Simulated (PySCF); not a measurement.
An unknown is described by computed data only.

Formula: C9H20O.

| Item | Value |
| --- | --- |
| 13C NMR | chemical shifts (computed TMS as zero) by class: 70.1 (1 C), 42.3 (1 C), 37.3 (1 C), 37.2 (1 C), 36.3 (1 C), 33.8 (1 C), 30.7 (1 C), 27.2 (1 C), 14.9 (1 C) ppm [GIAO PBE/pcSseg-1] |
| NMR, other nuclei | isotropic shieldings of nuclei other than C and H, by class: 280 (1 O) ppm [GIAO PBE/pcSseg-1] |
| 1H NMR | chemical shifts (computed TMS as zero) by class: 3.70 (2 H), 1.44 (2 H), 1.37 (2 H), 1.32 (2 H), 1.26 (2 H), 1.20 (2 H), 1.18 (2 H), 1.08 (2 H), 0.95 (3 H), -0.60 (1 H) ppm [GIAO PBE/pcSseg-1] |
| Dipole | 1.70 D [PBE/pcSseg-1] |
| Rotational structure | rotational constants A, B, C: 5.856, 0.270, 0.265 GHz [PBE0-D3(BJ)/def2-SVP] |

The electronic properties come from PySCF, for the isolated species, density fitting. Levels stand in brackets. Isolated species at its PBE0-D3(BJ)/def2-SVP geometry (one conformer only). NMR values are class means; diastereotopic atoms form classes of their own.

Question: Propose a structure and show how it fits.

Answer: Numbering: `[CH3:1][CH2:2][CH2:3][CH2:4][CH2:5][CH2:6][CH2:7][CH2:8][CH2:9][OH:10]`. Its formula, C9H20O, gives 0 degrees of unsaturation, so no ring and no π bond. 9 carbons fall into 9 classes; from least to most shielded: carbinol carbon (C–OH) [C9] (70.1 ppm), chain CH2 carbon [C8] (42.3 ppm), chain CH2 carbon [C6] (37.3 ppm), chain CH2 carbon [C5] (37.2 ppm), chain CH2 carbon [C3] (36.3 ppm), chain CH2 carbon [C4] (33.8 ppm), chain CH2 carbon [C7] (30.7 ppm), chain CH2 carbon [C2] (27.2 ppm), methyl carbon [C1] (14.9 ppm). Hydrogen classes from least to most shielded: 2 H on a carbinol carbon (C–OH), C9 (3.70 ppm), 2 H on a chain CH2 carbon, C2 (1.44 ppm), 2 H on a chain CH2 carbon, C8 (1.37 ppm, a mean of values up to 0.5 ppm apart in this geometry), 2 H on a chain CH2 carbon, C3 (1.32 ppm), 2 H on a chain CH2 carbon, C6 (1.26 ppm), 2 H on a chain CH2 carbon, C4 (1.20 ppm, a mean of values up to 0.7 ppm apart in this geometry), 2 H on a chain CH2 carbon, C5 (1.18 ppm), 2 H on a chain CH2 carbon, C7 (1.08 ppm), 3 H on a methyl carbon, C1 (0.95 ppm, a mean of values up to 0.6 ppm apart in this geometry), 1 H on an alcohol oxygen, O10 (-0.60 ppm). The other shieldings belong to: 280 ppm, alcohol oxygen [O10]. The optimised geometry has point group C1 and is an asymmetric top. Structure: `CCCCCCCCCO` (1-nonanol). The assignments are read from this structure; whether some other isomer fits the data as well wasn't checked.
